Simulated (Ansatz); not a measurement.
C2H6AlCl, triplet, at a GFN2-xTB geometry (such geometries of metal compounds can be far from the true shape) (a higher spin typed on purpose: for a closed-shell molecule this is an excited state); SC-NEVPT2/6-31G, CASSCF(6,7) (Ansatz, a quantum-chemistry and plane-wave program).

The Ansatz input:
Ansatz 0.2 input:
```yaml
crystal:
  periodic: [false, false, false]
  atoms:
    - {symbol: Al, position_ang: [0.27664364, 0.58645733, 0.37557235]}
    - {symbol: C, position_ang: [1.86366038, -0.79424511, -0.10523736]}
    - {symbol: H, position_ang: [1.48910464, -1.74724887, -0.46464573]}
    - {symbol: H, position_ang: [2.52927026, -0.92151244, 0.73957456]}
    - {symbol: H, position_ang: [2.35670155, -0.25398768, -0.90881866]}
    - {symbol: C, position_ang: [-0.26837980, -0.98023549, 1.75563119]}
    - {symbol: H, position_ang: [-0.48017367, -1.91904057, 1.25416244]}
    - {symbol: H, position_ang: [-1.17868337, -0.56240006, 2.17690490]}
    - {symbol: H, position_ang: [0.49088133, -1.09933307, 2.51870326]}
    - {symbol: Cl, position_ang: [-1.08089127, 0.56038006, -1.18239320]}
basis:
  gaussian:
    orbitals: 6-31G
correlation: {method: sc_nevpt2, electrons: all, active_space: {window: {electrons: 6, orbitals: 7}}}
magnetization: {spin_polarized: false, initial_magnetization: 2}
```

The log (banner, timings and long lists left out):

```
Functional definition: HF
725 factors; integrals over basis functions are off by at most 2.0e-4 eV
mean field evaluation 1: about -21237.0415 eV, gradient 2.0e1 eV
mean field evaluation 2: about -21237.0398 eV, gradient 2.0e1 eV
mean field evaluation 4: about -21238.7187 eV, gradient 1.9e0 eV
mean field evaluation 8: about -21238.7427 eV, gradient 1.5e-3 eV
mean field evaluation 16: about -21238.7407 eV, gradient 7.9e-2 eV
mean field evaluation 32: about -21238.3634 eV, gradient 7.9e0 eV
mean field -21238.74265628 eV, -780.5093964813 hartree, gradient 2.8e-6 eV, S^2 2.000000; 3 other end points of the search recorded, 0 dependent functions left out
reference -21238.74265628 eV, -780.5093964813 hartree; 25, 23 occupied and 31, 33 virtual orbitals, 725 factors
state -21240.06987631 eV, -780.5581709180 hartree
state -21240.06987631 eV, -780.5581709180 hartree; corrected -21246.08160060 eV, -780.7790977105 hartree
state -21240.05894474 eV, -780.5577691902 hartree
state -21240.05894474 eV, -780.5577691902 hartree; corrected -21246.08496417 eV, -780.7792213197 hartree
state -21240.05894474 eV, -780.5577691902 hartree; corrected -21246.08496417 eV, -780.7792213197 hartree
WARN: the results are in doubt because another end's mean lies 0.011 eV lower, and its corrected mean 0.003 eV higher
Total energy: -21246.08496417 eV, -780.7792213197 hartree
In doubt: another end's mean lies 0.011 eV lower, and its corrected mean 0.003 eV higher
```
